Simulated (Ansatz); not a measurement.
`C#C[Si](Cl)(Cl)C#C` and `C#C[Si](C)(Cl)Cl` differ in one atom or group.

Ansatz, PBE0-D4/def2-TZVP geometries, multiplicity 1. 

| property | `C#C[Si](Cl)(Cl)C#C` |
| --- | --- |
| HOMO–LUMO gap (PBE/def2-TZVPP) / eV | 5.30 |
| HOMO energy (B3LYP/def2-TZVPP) / eV | -8.35 |
| zero-point energy (PBE0-D4/def2-TZVP) / kJ/mol | 112.0 |
| LUMO energy (PBE0/def2-TZVPP) / eV | -1.19 |
| HOMO–LUMO gap (PBE0/def2-TZVPP) / eV | 7.43 |
| HOMO–LUMO gap (ωB97M-V/def2-TZVPP) / eV | 11.71 |

Problem. Give the same properties after the change, and the shifts. (Best estimate.)

Solution. The calculation gave: 
| property | `C#C[Si](C)(Cl)Cl` | shift |
| --- | --- | --- |
| HOMO–LUMO gap (PBE/def2-TZVPP) / eV | 5.83 | 0.53 |
| HOMO energy (B3LYP/def2-TZVPP) / eV | -8.34 | 0.01 |
| zero-point energy (PBE0-D4/def2-TZVP) / kJ/mol | 157.9 | 45.9 |
| LUMO energy (PBE0/def2-TZVPP) / eV | -0.57 | 0.62 |
| HOMO–LUMO gap (PBE0/def2-TZVPP) / eV | 8.04 | 0.61 |
| HOMO–LUMO gap (ωB97M-V/def2-TZVPP) / eV | 12.36 | 0.65 |

The zero-point energy changes by 45.9 kJ/mol with +3 modes.

B3LYP here is the variant with VWN-RPA as its local correlation; programs differ in this.
